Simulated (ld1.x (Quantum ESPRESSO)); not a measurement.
## Building the TM potential for strontium (PBE, fully relativistic).

ld1.x (Quantum ESPRESSO) 7.5 input, shortened:

```
&input
   title='Sr', zed=38., rel=2, dft='PBE', iswitch=3,
   config='[Kr] 4d0 5s2 5p0', rel_dist='average'
 /
 &inputp
   pseudotype=2, tm=.true., lloc=-1, rcloc=2.02,
   nlcc=.false.
 /
3
4S  1  0   2.00   0.00  1.30  1.30  0.0
4P  2  1   6.00   0.00  1.55  1.55  0.0
4D  3  2   0.00   0.00  2.60  2.60  0.0
 &test
   configts(1)='4s2 4p6 4d0 5s2 5p0'
 /
```

Open shells are filled in proportion to 2j + 1 (rel_dist='average').

Occupied shells without a wave of their own: 5s. They enter only through the test configuration that unscreens the potential.

Poles of the logarithmic derivatives, all-electron (AE) and pseudo (PS). s: poles at -2.9, 3.0 (AE) and -2.9, 3.2 (PS) Ry. p1/2: poles at -1.5, 4.0 (AE) and -1.5, 4.2 (PS) Ry. p3/2: poles at -1.4, 4.1 (AE) and -1.4, 4.3 (PS) Ry. d3/2: poles at 0.8 (AE) and 0.8 (PS) Ry. d5/2: poles at 0.8 (AE) and 0.8 (PS) Ry. Test radius 2.84 bohr.

* Ghost test: no extra level below or beside the all-electron valence levels (s, p1/2, p3/2, d3/2, d5/2, f tested) (spherical-Bessel basis up to 400 Ry, 20 bohr box)
* Largest excitation error: +183 meV (all-electron minus pseudo) for 4s2 4p6 4d0 5s0 5p0, out of 7 test configurations
